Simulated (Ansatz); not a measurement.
`O=C[CH](Cl)[GeH3]` + H₂ → `Cl[CH2][GeH3]` + `C=O` at 298.15 K and 1 bar (hydrogenolysis of a C–C bond).

Isolated molecules relaxed with PBE0-D4/def2-TZVP in Ansatz; ΔE leaves out vibrations. CBS: MP2 limit from def2 TZ/QZ plus the TZ coupled-cluster correction, frozen cores. This one scheme is used for every species. For Ge outer-core shells are correlated without core-valence functions, which leaves a few kJ/mol of doubt a bond. Scalar relativity is left out up to krypton. One conformer a species, not always the lowest.

| species | CCSD(T)/CBS energy (Eh) | H − E (kJ/mol) | S (J/(mol·K)) |
| --- | --- | --- | --- |
| `O=C[CH](Cl)[GeH3]` | -2690.14548 | 180.2 | 356.3 |
| H₂ | -1.17544 | 35.1 | 130.4 |
| `Cl[CH2][GeH3]` | -2576.93687 | 151.1 | 311.5 |
| `C=O` | -114.39408 | 80.1 | 218.6 |

H − E and S are ideal-gas, rigid-rotor, harmonic terms from PBE0-D4/def2-TZVP, for one conformer and one mirror image of each species. For small species the MP2-based limit differs from directly extrapolated CCSD(T) by up to some mEh (0.8 for H₂); such offsets cancel only in part. 1 Eh = 2625.50 kJ/mol, R = 8.31446 J/(mol·K).

Task: By hand: ΔE, ΔH, ΔS and ΔG.

Result: ΔE = (-2576.93687) + (-114.39408) − (-2690.14548) − (-1.17544) = -0.01003 Eh = -26.3 kJ/mol. Δ(H − E) = 151.1 + 80.1 − 180.2 − 35.1 = 15.9, so ΔH = -10.4 kJ/mol. ΔS = 311.5 + 218.6 − 356.3 − 130.4 = 43.4 J/(mol·K). ΔG = -10.4 − 298.15 × (43.4)/1000 = -23.3 kJ/mol.

Task: By hand: the equilibrium constant, and the temperature at which ΔG would vanish if ΔH and ΔS stayed fixed.

Result: log₁₀ K = −ΔG/(RT ln 10) = 4.1. ΔH and −TΔS have one sign here, so there is no such temperature.

TΔS isn't small against ΔH here. A doubt of 5 kJ/mol in ΔE shifts log₁₀ K by 0.9 here. Other conformers and mirror images would add mixing entropy, several J/(mol·K) or more a flexible species. These are equilibria of isolated gas molecules and say nothing of rates. Largest T1 diagnostic: 0.015 (customary marks: 0.02 for closed shells, 0.045 for open ones).
